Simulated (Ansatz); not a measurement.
The first iterations of a band of CH₁₀N₂OSi₂ (16 atoms, charge 0, multiplicity 1).

Computed with RKS B3LYP-D4/def2-SVP (Ansatz 0.2.0).

```yaml
movable_images: 1
climbing_image: no
spring: 5.0 eV/Å²
optimiser: quadratic models (default)
start_path: IDPP
force_threshold: 0.05 eV/Å
iteration_limit: 60
end_points: relaxed
```

First end point:

```xyz
16
Properties=species:S:1:pos:R:3
N 2.554 -1.123 -1.225
C 1.941 0.045 -0.572
Si 0.349 -0.406 0.356
O -0.606 -1.293 -0.711
Si -1.175 1.312 0.906
N -2.691 0.505 0.470
H 1.858 -1.589 -1.810
H 2.832 -1.813 -0.525
H 2.676 0.516 0.104
H 1.716 0.805 -1.341
H 0.726 -1.257 1.533
H -1.514 -0.939 -0.731
H -1.122 1.862 2.301
H -1.063 2.472 -0.030
H -3.480 1.094 0.209
H -3.023 -0.215 1.110
```

Last end point:

```xyz
16
Properties=species:S:1:pos:R:3
N 2.471 -1.308 -0.968
C 1.901 -0.079 -0.417
Si 0.279 -0.514 0.451
O -0.680 -1.371 -0.635
Si -1.158 1.310 0.876
N -2.699 0.575 0.400
H 1.826 -1.718 -1.644
H 3.341 -1.123 -1.467
H 2.586 0.340 0.343
H 1.720 0.737 -1.153
H 0.569 -1.336 1.664
H -1.562 -0.965 -0.705
H -1.136 1.904 2.254
H -0.941 2.429 -0.090
H -3.440 1.200 0.089
H -3.099 -0.104 1.046
```

| iteration | highest image above the first end (eV) | largest band force component (eV/Å) |
| --- | --- | --- |
| 1 | 0.258 | 0.805 |
| 2 | 0.216 | 0.227 |
| 3 | 0.208 | 0.306 |
| 4 | 0.184 | 0.378 |

Does the band converge within its limit, and where does its top end?

The forces met the threshold. It ended after 14 iterations with the highest image 0.071 eV above the first end. No image climbed, so the highest image needn't sit at the top of the path. A band with more images between the same ends climbed to 0.20 eV, so this one has probably stepped over the top. So few images can step over the top or miss a turn of the path.

Time of the run: 2.2 min on 2 threads of Intel(R) Xeon(R) Platinum 8259CL CPU @ 2.50GHz (Skylake/Cascade Lake) (shared host), peak memory 0.43 GiB.
